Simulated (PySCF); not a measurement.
# How methods differ on the excitation energy of Si

Si [Ne] 3s2 3p2 (3P) → Si [Ne] 3s2 3p1 4s1 (3P), as a difference of total energies. Computed with PySCF 2.14 in aug-cc-pV(T+d)Z with one added diffuse shell each of s, p, d, f type (7s6p5d3f, 71 functions), with no relativity, point nucleus. Correlated levels: valence: [Ne] frozen. The calculations carry no spin-orbit coupling.

```tsv
method	excitation energy (eV)
UHF	4.650
LDA	4.850
PBE	4.851
PBE0	4.925
r2SCAN	5.126
r2SCAN0	5.096
B2PLYP	4.840
revPBE	4.860
MP2 (valence)	4.893
SCS-MP2 (valence)	4.847
```

Task: How much does correlation contribute at MP2 (valence)?

Result: 4.893 − (4.650) = 0.243 eV, measured against UHF.

The promoted electron is Rydberg-like, and one or two diffuse shells describe it only roughly, which tends to raise the upper state.
